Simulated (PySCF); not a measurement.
Structure from 2D NMR

Compound of formula C3H12OSi3. Correlations simulated from computed shifts and the bond graph:

HSQC (one-bond C–H):
| δH | δC |
| --- | --- |
| 6.24 | 142.9 |
| 5.62 | 122.3 |
| 5.37 | 122.3 |
| 1.78 | 29.3 |

COSY cross peaks (H two or three bonds apart, from the bond graph; peaks can be absent where the dihedral angle is near 90°):
| δH | δH |
| --- | --- |
| 6.24 | 5.62 |
| 6.24 | 5.37 |
| 6.24 | 1.78 |
| 5.71 | 3.51 |
| 5.62 | 5.37 |
| 5.02 | 1.78 |

HMBC (two and three bonds, from the bond graph; two-bond peaks within aromatic rings are usually weak or absent):
| δH | δC |
| --- | --- |
| 6.24 | 122.3, 29.3 |
| 5.62 | 142.9, 29.3 |
| 5.37 | 142.9, 29.3 |
| 5.02 | 142.9, 29.3 |
| 1.78 | 142.9, 122.3 |

- GIAO PBE0/pcSseg-1 shieldings
- coordinates at the GFN2-xTB level
- run in PySCF
- gas phase, fast rotation and ring inversion assumed for equivalent nuclei, non-relativistic, one computed conformer

Scale: 1H (σ = 31.72 ppm), 13C (σ = 186.93 ppm) against TMS (reference shieldings calculated alike).

Exchangeable hydrogens are left out of these lists.

Question: Work out the connectivity.

Answer: SMILES C=CC[SiH2]O[SiH2][SiH3].

Atom-mapped SMILES (the numbers label the heavy atoms): `[CH2:1]=[CH:2][CH2:3][SiH2:4][O:5][SiH2:6][SiH3:7]`. Hydrogens are named by the atom that carries them. Ha(C1) is cis to C3; Hb(C1) is trans to C3.

1. δC 142.9 is C2, an alkene CH (δH 6.24).
2. δC 122.3 is C1, a terminal =CH2 carbon (δH 5.37, 5.62).
3. δC 29.3 is C3, an allylic sp3 CH2 bonded to Si (δH 1.78).
4. COSY links 6.24–5.62, 6.24–5.37, 6.24–1.78, 5.71–3.51, 5.62–5.37, 5.02–1.78.

The shifts were computed for this structure.

Shifts are as computed. Against solution values, carbons near 30 ppm lie about +3 ppm off and those near 130 ppm about +5 ppm (rms about the fit 2.1 ppm; single classes can miss by 10 ppm). Of 1328 compounds with measured shifts, 309 miss one by over three times the rms of a fit or turn the order of signals round; such compounds aren't used in these exercises. Signals without a measured value on file couldn't be tested in this way; 1H shifts scatter by 0.2 ppm about their fit, and single ones miss by 0.5 ppm.
